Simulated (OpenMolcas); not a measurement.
## Co2+ in a point-charge field

Co2+ among 6 point charges of -0.8 e arranged as an octahedron (Oh), 1.7 Å from the ion.

```
Program             : OpenMolcas
Method              : CASSCF
Basis               : ANO-RCC-VDZP [5s4p2d1f]
Scalar Hamiltonian  : DKH2, point nucleus
Active space        : 7 electrons in 5 orbitals (3d)
State averaging     : 2S+1 = 4 even, 10 roots; 2S+1 = 2 even, 40 roots
Spin-orbit coupling : state interaction with AMFI integrals over the reference wave functions
```

The lowest spin-free states (labels of O, the rotations of Oh), above the lowest:

| State | Degeneracy | E (cm-1) | Free-ion L (%) |
| --- | --- | --- | --- |
| 4T1 | 3 | 0.0 | F (99) |
| 4T2 | 3 | 3474 | F (100) |
| 4A2 | 1 | 7714 | F (100) |
| 2E | 2 | 18015 | G (71) |
| 2T1 | 3 | 20050 | G (84) |
| 2T2 | 3 | 20095 | G (94) |
| 4T1 | 3 | 21218 | P (99) |
| 2A1 | 1 | 21697 | G (100) |
| 2T1 | 3 | 25732 | P (69) |
| 2T1 | 3 | 26822 | H (90) |
| 2T2 | 3 | 27094 | H (78) |
| 2E | 2 | 28162 | H (81) |
| 2E | 2 | 30203 | D (83) |
| 2T1 | 3 | 30203 | H (64) |
| 2T2 | 3 | 30765 | D (78) |
| 2T2 | 3 | 45543 | F (99) |
| 2T1 | 3 | 45555 | F (98) |
| 2A2 | 1 | 46224 | F (100) |
| 2E | 2 | 70102 | D (100) |
| 2T2 | 3 | 70293 | D (99) |

The lowest levels with spin-orbit coupling:

| E (cm-1) | Degeneracy | Label | 2S+1 | g |
| --- | --- | --- | --- | --- |
| 0.0 | 2 | Γ6 | 4 | 4.63 4.63 4.63 |
| 346.3 | 4 | Γ8 | 4 |  |
| 928.2 | 4 | Γ8 | 4 |  |
| 1087 | 2 | Γ7 | 4 | 0.58 0.58 0.58 |
| 4074 | 2 | Γ6 | 4 | 2.64 2.64 2.64 |
| 4159 | 4 | Γ8 | 4 |  |
| 4252 | 4 | Γ8 | 4 |  |
| 4433 | 2 | Γ7 | 4 | 2.57 2.57 2.57 |
| 8526 | 4 | Γ8 | 4 |  |
| 18622 | 4 | Γ8 | 2 |  |
| 20330 | 4 | Γ8 | 2 |  |
| 20972 | 4 | Γ8 | 2 |  |
| 20991 | 2 | Γ6 | 2 | 0.46 0.46 0.46 |
| 21197 | 2 | Γ7 | 2 | 2.14 2.14 2.14 |
| 21653 | 4 | Γ8 | 4 |  |
| 21658 | 2 | Γ7 | 4 | 2.47 2.47 2.47 |
| 21904 | 4 | Γ8 | 4 |  |
| 22301 | 2 | Γ6 | 4 | 2.59 2.59 2.59 |
| 22407 | 2 | Γ6 | 2 | 1.27 1.27 1.27 |
| 26286 | 4 | Γ8 | 2 |  |

Powder χT (cm3 K/mol): 2.03 at 2 K, 2.12 at 10 K, 2.58 at 50 K, 3.11 at 100 K, 3.73 at 200 K, 3.94 at 300 K. The effective moment at 300 K is 2.828 √(χT) = 5.61 μB.

The lowest level has 2S+1 = 4, for which the spin-only value is χT = S(S+1) / 2 = 1.875 cm3 K/mol (g = 2). The computed 3.937 at 300 K differs by +2.062, through orbital momentum, spin-orbit coupling and any other state in reach. With a threefold ground state the orbital momentum is unquenched, so the spin-only value is not expected to hold.

A least-squares ligand-field fit to the states below 45000 cm-1, each weighted by its degeneracy and with a free common offset, gives 10Dq = 3838 cm-1, B = 1230 cm-1 and C = 4511 cm-1 (C/B = 3.67), with an rms deviation of 139 cm-1.

An orbital triplet at a regular site is open to Jahn-Teller coupling, which can distort the site and quench the lowest spin-orbit gaps and is left out. Without dynamic correlation the repulsion within the d shell is too large (B by tens of per cent), so at a given field states of lower spin stand too high. This is an electrostatic model: the charges have no orbitals. No measured value stands beside these numbers.

The RASSCF and RASSI steps took 10 s on 1 thread of Arm Neoverse V1 (shared host); the integral step is not counted.
